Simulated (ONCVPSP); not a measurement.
# Pseudopotential generation for Pd: ONCV, PBE, scalar-relativistic.

| Quantity | Value |
| --- | --- |
| Element | Pd (Z = 46) |
| Generator | ONCVPSP 4.0.1 |
| Type | optimised norm-conserving Vanderbilt (ONCV) |
| Functional | PBE |
| Relativity | scalar-relativistic |
| Frozen core | [Ar] 3d10 |
| Valence charge | 18 |
| Reference configuration | 4s2 4p6 4d9 5s1 |
| Partial waves | 4s+5s: rc 1.75 bohr, ncon 4, nbas 7, qcut 6.3 1/bohr, 2 projectors; 4p: rc 1.10 bohr, ncon 4, nbas 8, qcut 8.3 1/bohr, 2 projectors, debl 1.6 Ha; 4d: rc 1.10 bohr, ncon 4, nbas 7, qcut 7.3 1/bohr, local |
| Local potential | the d channel |
| Core correction | none |

In the p channel the program set the typed energies aside and used -2.002, 0.250 Ha.

All-electron outer shells of the reference configuration (PBE, scalar-relativistic, ld1.x):

```csv
shell,level (eV),outermost node (bohr),outermost maximum (bohr)
3d,-329.06,–,0.28
4s,-88.72,0.45,0.85
4p,-54.47,0.46,0.91
4d,-6.69,0.45,1.09
5s,-4.35,1.15,2.58
```

What the tests gave:

```
Cutoffs needed           : 53 Ha and 157 Ha (the cutoffs (Ha) at which the residual kinetic energy of the hardest occupied pseudo-wave falls to 1 and 0.1 mHa per electron)
Ghost test               : no bound ghost flagged; no localised positive-energy state flagged
Largest excitation error : -348 meV (all-electron minus pseudo) for 4s1 4p6 4d10 5s0, out of 4 test configurations
```

Generation and tests took about 4.7 s on one core of a shared server CPU.
